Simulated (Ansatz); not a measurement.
Basis sets compared for the cluster ZrTe₂. Charge 0, multiplicity 1. Geometry PBE-D4/def2-TZVP. Ansatz on 4 threads of Arm Neoverse V1 on a shared host; times are rough, and most runs start from earlier orbitals.

```csv
atom,x (Å),y (Å),z (Å)
Zr1,0.8013,0.4043,-0.4361
Te2,-0.4427,1.3633,1.5922
Te3,-0.3586,-1.7676,-1.1561
```

In the def2 sets Te, Zr take a core potential; there is no spin–orbit coupling. The structure comes from a short search, and lower isomers may exist.

Binding counts from free atoms (Zr triplet, Te triplet) in the same basis, without a counterpoise term.

```json
{"level": "PBE-D4/def2-SVP", "functions": "83", "energy (Eh)": "-583.1414", "HOMO (eV)": "-4.89", "LUMO (eV)": "-4.08", "binding per atom (eV)": "–", "wall time": "0.9 s"}
{"level": "PBE-D4/def2-TZVP", "functions": "140", "energy (Eh)": "-583.1726", "HOMO (eV)": "-4.94", "LUMO (eV)": "-4.10", "binding per atom (eV)": "–", "wall time": "1.4 s"}
{"level": "r2SCAN-D4/def2-TZVP", "functions": "140", "energy (Eh)": "-583.3932", "HOMO (eV)": "-5.13", "LUMO (eV)": "-3.88", "binding per atom (eV)": "–", "wall time": "3.5 s"}
{"level": "PBE0-D4/def2-SVP", "functions": "83", "energy (Eh)": "-583.1406", "HOMO (eV)": "-5.76", "LUMO (eV)": "-3.33", "binding per atom (eV)": "2.71", "wall time": "1.5 s"}
{"level": "PBE0-D4/def2-TZVP", "functions": "140", "energy (Eh)": "-583.1705", "HOMO (eV)": "-5.79", "LUMO (eV)": "-3.32", "binding per atom (eV)": "2.71", "wall time": "2.1 s"}
```

Question: Estimate the rows for PBE-D4/def2-TZVPD, r2SCAN-D4/def2-TZVPD, PBE0-D4/def2-TZVPD.

Answer: 
| level | functions | energy (Eh) | HOMO (eV) | LUMO (eV) | binding per atom (eV) | wall time |
| --- | --- | --- | --- | --- | --- | --- |
| PBE-D4/def2-TZVPD | 158 | -583.1731 | -4.95 | -4.11 | – | 2 s |
| r2SCAN-D4/def2-TZVPD | 158 | -583.3936 | -5.14 | -3.88 | – | 4 s |
| PBE0-D4/def2-TZVPD | 158 | -583.1709 | -5.80 | -3.33 | 2.71 | 2.8 s |
